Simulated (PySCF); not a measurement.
A calculated (UHF, PySCF 2.14, aug-cc-pVTZ-DK, scalar relativity by spin-free X2C-1e) atom or ion has these occupied shells.

| shell | electrons | orbital energy (eV) | rms radius, mean of both spins (bohr) |
| --- | --- | --- | --- |
| 1s α | 1 | -54.396 | 0.868 |

Problem. Name the element and its charge.

Solution. He⁺ (helium, charge +1), in 1s1, 2S determinant.
